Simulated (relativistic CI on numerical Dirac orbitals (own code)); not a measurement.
Co⁴⁺: K-beta X-ray emission

Computed with this model: Dirac-Coulomb-Breit CI, KLI orbitals optimised for each configuration, model QED (radiative potential, 1s self-energy scaled to tabulated hydrogen-like ionisation energies), valence Slater integrals scaled by 0.8, multiplet model of X-ray emission after core ionisation; configurations [Ar] 3d5 → 1s 2s2 2p6 3s2 3p6 3d5 → [Ne] 3s2 3p5 3d5; 300 K; Lorentzian 1.12 eV and Gaussian 1 eV FWHM. Energies are those of the free ion, without screening or charge transfer. S is read from ⟨S²⟩ = S(S + 1).

Field parameters in Wybourne normalisation: D4h B²₀ = −7Ds, B⁴₀ = 21(Dq − Dt), B⁴₄ = 21√(5/14) Dq. The field is a parameter set, without covalency.

free ion: ground-state S = 2.50, centroid 7651.61 eV. Peaks (eV, height): 7635.8 (52), 7654.4 (32), 7658.4 (100).

D4h, 10Dq = 18050, Ds = 970, Dt = 220 cm⁻¹: ground-state S = 2.50, centroid 7651.61 eV. Peaks (eV, height): 7635.8 (51), 7655.0 (27), 7658.4 (100).

D4h, 10Dq = 39900, Ds = 1270, Dt = 1070 cm⁻¹: ground-state S = 0.52, centroid 7652.21 eV. Peaks (eV, height): 7638.2 (7), 7640.2 (9), 7643.2 (10), 7656.2 (100).

Strongest unbroadened transitions for free ion:

```csv
Energy (eV),Relative strength
7635.44,49.8
7635.83,3.3
7635.96,34.9
7636.50,18.1
7636.63,0.7
7649.02,0.6
7649.10,0.6
7649.80,0.6
7654.10,1.3
7654.18,24.2
7654.50,1.2
7654.59,17.0
7654.91,10.8
7657.58,53.9
7657.67,0.8
7658.23,76.0
7658.31,1.0
7658.96,100.0
```
